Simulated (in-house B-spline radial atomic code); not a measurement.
The numbers below are computed, except where a source is named.
## Weak and strong correlation along the adiabatic connection

Two-electron singlets in several external potentials (atomic units), by full CI in B-splines with partial waves to l = 8 (correlation energies up to 0.6 % small). The repulsion is scaled by λ at fixed density; W(λ) is the mean repulsion less the Hartree energy, W(0) = E_x, and the area under W from 0 to 1 is E_xc.

Relative drop (W(λ) − E_x)/E_x:

```tsv
system	λ = 0.12	λ = 0.25	λ = 0.4	λ = 0.6	λ = 0.8	λ = 1
−Z exp(−kr)/r, Z = 1.4, k = 0.239	0.0205	0.0406	0.0614	0.0857	0.1069	0.1253
ω²r²/2 − Z/r, ω = 0.0572, Z = 0.7	0.0376	0.0714	0.1035	0.1378	0.1649	0.1869
−Z exp(−kr)/r, Z = 2.38, k = 0.698	0.0104	0.0211	0.0327	0.0472	0.0607	0.0731
ω²r²/2 − Z/r, ω = 0.365, Z = 3	0.0067	0.0137	0.0214	0.0313	0.0408	0.0497
−Z/r, Z = 1.1	0.0280	0.0544	0.0807	0.1102	0.1348	0.1556
−Z/r, Z = 7.35, wall at 0.895 bohr	0.0025	0.0052	0.0083	0.0123	0.0163	0.0201
ω²r²/2 − Z/r, ω = 0.897, Z = 0.3	0.0150	0.0301	0.0460	0.0652	0.0824	0.0978
```

Order the systems by how far second-order (GL2) theory, half the initial slope (estimated from the first points of each curve), overshoots the correlation energy, least first.
A. −Z/r, Z = 1.1
B. −Z/r, Z = 7.35, wall at 0.895 bohr
C. −Z exp(−kr)/r, Z = 1.4, k = 0.239
D. ω²r²/2 − Z/r, ω = 0.0572, Z = 0.7
E. ω²r²/2 − Z/r, ω = 0.897, Z = 0.3
F. ω²r²/2 − Z/r, ω = 0.365, Z = 3
G. −Z exp(−kr)/r, Z = 2.38, k = 0.698

B (GL2/E_c = 1.03), F (GL2/E_c = 1.09), G (GL2/E_c = 1.14), E (GL2/E_c = 1.21), C (GL2/E_c = 1.28), A (GL2/E_c = 1.38), D (GL2/E_c = 1.52).

What else changes along this order?

The ratio follows the bend of the curve. With it the leading natural occupation goes from 1.999 to 1.887 and −T_c/E_c from 0.97 to 0.66 between the first and the last.
